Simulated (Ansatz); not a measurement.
Geometry optimisation, DFT PBE, scalar-relativistic, plane waves, PAW in Ansatz 0.2.0.

The input (input.yaml):

```yaml
crystal:
  lattice:
    - [7.398, 0.0, 0.0]
    - [-3.699, 6.406856, 0.0]
    - [0.0, 0.0, 13.0]
  atoms:
    - { symbol: C, position: [0.0, 0.0, 0.0769231] }
    - { symbol: C, position: [0.2222222, 0.1111111, 0.0769231] }
    - { symbol: C, position: [0.0, 0.3333333, 0.0769231] }
    - { symbol: C, position: [0.2222222, 0.4444444, 0.0769231] }
    - { symbol: C, position: [0.0, 0.6666667, 0.0769231] }
    - { symbol: C, position: [0.2222222, 0.7777778, 0.0769231] }
    - { symbol: C, position: [0.3333333, 0.0, 0.0769231] }
    - { symbol: C, position: [0.5555556, 0.1111111, 0.0769231] }
    - { symbol: C, position: [0.3333333, 0.3333333, 0.0769231] }
    - { symbol: C, position: [0.5555556, 0.4444444, 0.0769231] }
    - { symbol: C, position: [0.3333333, 0.6666667, 0.0769231] }
    - { symbol: C, position: [0.5555556, 0.7777778, 0.0769231] }
    - { symbol: C, position: [0.6666667, 0.0, 0.0769231] }
    - { symbol: C, position: [0.8888889, 0.1111111, 0.0769231] }
    - { symbol: C, position: [0.6666667, 0.3333333, 0.0769231] }
    - { symbol: C, position: [0.8888889, 0.4444444, 0.0769231] }
    - { symbol: C, position: [0.6666667, 0.6666667, 0.0769231] }
    - { symbol: C, position: [0.8888889, 0.7777778, 0.0769231] }
    - { symbol: Ga, position: [0.3611015, 0.3909774, 0.2307692], spin: 1.0 }
magnetization:
  spin_polarized: true
basis:
  ecutwfc: 420.0
kpoints:
  mp_grid: { grid: [2, 2, 1] }
hamiltonian:
  xc: pbe
  pseudopotentials: { kind: paw, azcp: { folder: soft_1 } }
scf:
  occupations: { method: fermi_dirac, width: 0.02 }
  lower_state_search: "off"
relax:
  f_tol: 0.03
  max_steps: 60
  adjacent_minimum: "off"
output:
  write_density: true
  write_potential: true
  elf: true
  volumetric_format: npy
```

Run as:

```bash
$ ansatz run input.yaml --threads 2 --pin off --max-ram 5120MiB --backend cpu --events-out ev --progress --plain --runs-dir out
```

Where does it end, and by what steps?

The forces met the threshold. The force dipped under the threshold on the way, but the program's further checks kept it going. Limits of this set-up: slab without dipole correction. After 9 steps the energy has fallen by 0.488 eV; Ga19 moved furthest, 1.01 Å.

```csv
step,energy less start (eV),largest force component (eV/Å),accepted
0,0.0000,2.758,yes
1,-0.2403,1.266,yes
2,-0.3381,0.156,yes
3,-0.3725,0.170,yes
4,-0.4139,0.184,yes
5,-0.4498,0.182,yes
6,-0.4800,0.090,yes
7,-0.4866,0.086,yes
8,-0.4876,0.013,yes
9,-0.4876,0.013,yes
```

```xyz
19
Lattice="7.3980 0.0000 0.0000 -3.6990 6.4069 0.0000 0.0000 0.0000 13.0000" Properties=species:S:1:pos:R:3
C -0.001 -0.056 0.988
C 1.233 0.650 0.991
C -1.239 2.077 0.991
C -0.008 2.788 0.995
C -2.466 4.216 0.988
C -1.239 4.931 0.990
C 2.466 -0.056 0.988
C 3.699 0.656 0.988
C 1.233 2.072 0.995
C 2.473 2.788 0.995
C -0.008 4.220 0.994
C 1.233 4.936 0.994
C 4.932 -0.049 0.990
C 6.165 0.656 0.988
C 3.704 2.077 0.991
C 4.932 2.792 0.988
C 2.473 4.220 0.994
C 3.704 4.931 0.990
Ga 1.233 3.505 3.162
```

Run time: 2.7 min on 2 threads of Intel(R) Xeon(R) Platinum 8259CL CPU @ 2.50GHz (Skylake/Cascade Lake), on a shared host, peak memory 1.1 GiB.
